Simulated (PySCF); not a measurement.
Ga(OH)(OMe)(NH2) (CH6GaNO2), SMILES C[O][Ga]([OH])[NH2].

Geometry optimised at PBE0-D3(BJ)/def2-SVP. The structure was generated by enumeration; whether it is a known compound was not checked. Other conformers were not sampled.

Calculation: TDDFT-PBE/def2-SVPD (PySCF).

Vertical excitations. The molecule is in vacuum.

```tsv
state	energy (eV)	λ (nm)	f	main pairs
S1	4.56	272	0.004	HOMO→LUMO 98 %
S2	4.89	254	0.011	HOMO−1→LUMO 98 %
S3	5.20	238	0.016	HOMO−2→LUMO 98 %
S4	6.06	205	0.044	HOMO−3→LUMO 95 %
S5	6.21	200	0.025	HOMO→LUMO+2 93 %
S6	6.25	198	0.068	HOMO→LUMO+1 77 %
S7	6.42	193	0.001	HOMO−4→LUMO 42 %, HOMO−1→LUMO+1 41 %, HOMO−2→LUMO+1 13 %
S8	6.47	192	0.009	HOMO→LUMO+3 95 %
S9	6.50	191	0.003	HOMO−2→LUMO+1 64 %, HOMO−1→LUMO+2 18 %, HOMO−4→LUMO 16 %
S10	6.53	190	0.009	HOMO−1→LUMO+2 77 %, HOMO−2→LUMO+1 17 %
T1	4.34	286	0	HOMO→LUMO 98 %
T2	4.63	268	0	HOMO−1→LUMO 98 %
T3	4.98	249	0	HOMO−2→LUMO 99 %
T4	5.55	224	0	HOMO→LUMO+1 92 %
```
Triplets are in the Tamm–Dancoff approximation, which puts them higher than full response would, so one can lie above its singlet here.
